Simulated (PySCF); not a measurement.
Mo(OH)2 (H2MoO2), SMILES [OH][Mo][OH] (connectivity only; charge and spin as stated), neutral, multiplicity 3.

Geometry: B3LYP-D3(BJ)/def2-TZVP. The spin state was assumed, not searched. The def2 effective core potentials stand for the cores of Mo; spin–orbit coupling is left out. The values are those of a single conformer.

These are PBE/def2-TZVPD (PySCF) values and carry that method's errors.

```
Property                                                                                                        Result
---------------------------------------------------------------------------------------------  -----------------------
total energy                                                                                        -219.79115 hartree
point group                                                                                                        C2v
α spin, highest occupied and lowest empty level                                                     -4.68 and -3.21 eV
β spin, highest occupied and lowest empty level                                                     -3.69 and -3.28 eV
dipole moment                                                                                                   1.39 D
quadrupole, principal values (traceless, Buckingham form, about the centre of nuclear charge)  -9.20, -4.99, 14.19 D·Å
mean static polarisability                                                                       78.2 bohr³ (11.58 Å³)
polarisability, principal values                                                                76.6, 77.5, 80.4 bohr³
⟨S²⟩                                                                                           2.017 (pure state 2.00)
```
